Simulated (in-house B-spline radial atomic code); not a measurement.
Cu⁺. Computed with a B-spline radial atomic code. Model: non-relativistic spherical atom: semilocal Troullier-Martins pseudo-atom, one channel per l, against all electrons, high spin, G0W0 and RPA with empty states to l = 8, local potential for every l without a channel, a model core (radius 0 = none) keeps its share of the functional.

A spurious bound state in the pseudo-atom.

The core holds an angular momentum without a channel of its own, so the local potential lets valence electrons into it.

What the tables leave out is listed at the end.

The pseudopotential gives back the lowest level of each angular momentum of its own functional in the configuration it was made in; a second state of the same l is only approximately right. Exact exchange, RPA and GW see the smooth pseudo-orbitals and miss the exchange with the core, for which the functional's share stands in. The column with an uncorrelated core keeps all orbitals and exact exchange, and so separates missing core correlation from pseudisation. Only the three outermost levels and the lowest empty one were computed. RPA here is direct RPA, with no exchange kernel, and its energies carry an (l + 1/2)⁻⁴ tail. A hybrid on a potential with a model core restores only its own semilocal share of the core's exchange.

Command:
```bash
python run_psgw.py task.json out
```
Settings (lengths in bohr, energies in hartree):
```
Z                      29
electrons              28
configuration          [Ar] 3d10
generated_in           [Ar] 3d10 4s1
functional             pbe,pbe
core_shells            5
radius_factor          1
core_correction        False
```

Cost of the run: 13 s on 1 thread of Intel(R) Xeon(R) Platinum 8488C (Sapphire Rapids), on a shared host.

Given: made with PBE; model core radius 0 bohr; local radius 1.889 bohr; mean-field start PBE0.

Valence shells of the generating configuration: 3d, 4s.

Channel: s 2.325, d 1.812 (radii in bohr).

Computed: largest level miss in the spin-unpolarised generating configuration 0 eV; valence RPA correlation energy all-electron orbitals -0.64241 hartree; valence RPA correlation energy pseudo -1.0596 hartree; all-electron RPA polarisability, core included 5.349 bohr³.

```csv
level,occupied,mean-field all-electron (eV),mean-field pseudo minus all (eV),G0W0 all-electron (eV),G0W0 uncorrelated core minus all (eV),G0W0 pseudo minus all (eV),exchange self-energy all-electron (eV),exchange self-energy pseudo (eV)
3d,1,-15.954,0.668,-20.396,-0.054,3.178,-46.522,-28.804
```

Task: What is the pseudo-atom RPA polarisability?

Result: 7.4488 bohr³.

Given: mean-field start Hartree-Fock.

Computed: valence RPA correlation energy all-electron orbitals -0.55278 hartree; valence RPA correlation energy pseudo -0.89663 hartree; pseudo-atom RPA polarisability 5.6746 bohr³.

| level | occupied | mean-field all-electron (eV) | mean-field pseudo minus all (eV) | G0W0 all-electron (eV) | G0W0 uncorrelated core minus all (eV) | G0W0 pseudo minus all (eV) | exchange self-energy all-electron (eV) | exchange self-energy pseudo (eV) |
| --- | --- | --- | --- | --- | --- | --- | --- | --- |
| 3d | 1 | -22.045 | 3 | -20.451 | -0.101 | 0.978 | -47.124 | -28.27 |

Task: What is the all-electron RPA polarisability, core included?

Result: 3.2393 bohr³.

Among the listed levels the largest G0W0 shift of the pseudo-atom is +3.18 eV, for 3d on the PBE0 start, while leaving the core uncorrelated moves that level by -0.05 eV.  Not in the tables (levels of low weight, unsolved or above zero; the highest and the empty levels are kept at any weight): on PBE, a start not tabulated, the G0W0 levels 3d (pseudo minus all +4.31 eV, weights 0.38 and 0.74); on PBE0 the pseudo-atom's empty level 4p at -11.5 eV, below the lowest empty all-electron level, a spurious state that also inflates its RPA energy and polarisability; on Hartree-Fock the pseudo-atom's empty level 4p at -7.8 eV, below the lowest empty all-electron level, a spurious state that also inflates its RPA energy and polarisability.
